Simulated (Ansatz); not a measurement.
Isolated molecules relaxed with PBE0-D4/def2-TZVP in Ansatz; ΔE leaves out vibrations. CBS: MP2 limit from def2 TZ/QZ plus the TZ coupled-cluster correction, frozen cores. Functionals use def2-TZVPP. B3LYP here is the variant with VWN-RPA as its local correlation; programs differ in this. For Ge outer-core shells are correlated without core-valence functions, which leaves a few kJ/mol of doubt a bond. Scalar relativity is left out up to krypton. One conformer a species, not always the lowest.

Consider the cleavage of the Si–Si bond: `N[SiH](F)[SiH2][SiH3]` + `[NH2][GeH2][NH2]` → `[NH2][GeH2][NH][SiH](N)F` + `[SiH3][SiH3]`.

`N[SiH](F)[SiH2][SiH3]`:

Z-matrix (Å, degrees):
```
Si
F 1 1.610
Si 1 2.339 2 108.4
N 1 1.701 2 114.1 3 -120.6
H 1 1.484 2 105.4 3 122.4
Si 3 2.338 1 109.1 2 172.9
H 3 1.492 1 109.3 2 -67.8
H 3 1.489 1 110.6 2 51.3
H 4 1.007 1 121.7 2 -78.1
H 4 1.006 1 122.1 2 76.1
H 6 1.488 3 110.0 1 -55.0
H 6 1.487 3 109.6 1 64.3
H 6 1.488 3 111.3 1 -175.4
```

`[NH2][GeH2][NH2]`:

```xyz
9

N     0.098   -0.569    1.428
Ge    0.158    0.566   -0.009
N    -0.391   -0.478   -1.411
H    -0.827   -0.906    1.657
H     0.545   -0.228    2.266
H     1.615    1.082   -0.053
H    -0.819    1.765    0.008
H    -0.603    0.021   -2.263
H     0.223   -1.252   -1.622
```

`[NH2][GeH2][NH][SiH](N)F`:

```xyz
14

N    -0.706   -1.828   -0.498
Ge    0.827   -0.914   -0.977
N     0.447    0.871   -0.806
Si   -0.040    1.671    0.618
N    -0.667    0.481    1.639
F     1.155    2.385    1.416
H    -1.439   -1.805   -1.196
H    -0.543   -2.792   -0.238
H     1.246   -1.110   -2.450
H     1.911   -1.392   -0.002
H     0.533    1.411   -1.653
H    -0.911    2.812    0.247
H    -1.066   -0.368    1.263
H    -0.747    0.577    2.635
```

`[SiH3][SiH3]`:

Cartesian coordinates in Å:
```
Si -0.392 -0.051 -1.101
Si 0.392 0.051 1.101
H 0.401 -1.036 -1.885
H -1.820 -0.465 -1.121
H -0.273 1.282 -1.752
H 1.821 0.461 1.121
H 0.269 -1.281 1.753
H -0.398 1.038 1.884
```

```tsv
level	ΔE (kcal/mol)
PBE-D4	-17.9
PBE0-D4	-19.9
B3LYP-D4	-22.6
ωB97X-V	-22.3
ωB97M-V	-23.8
B2PLYP	-23.0
HF/def2-TZVPP	-25.6
MP2/CBS(def2)	-24.4
```

Question: What does CCSD(T)/CBS give? (Best estimate.)

Answer: Computed: -23.1 kcal/mol. The listed levels differ from it by 5.2, 3.2, 0.5, 0.8, -0.7, 0.1, -2.5, -1.3 kcal/mol.

Largest T1 diagnostic among the species: 0.013.

From PBE to PBE0 (25 % exact exchange), in def2-TZVPP and without D4, ΔE moves by −2.1 kcal/mol. The D4 term adds −1.3 kcal/mol with B3LYP and −0.7 kcal/mol with PBE0; it sums over pairs of atoms, weighted by their polarisabilities, and B3LYP, whose exchange is more repulsive, gets the larger term.
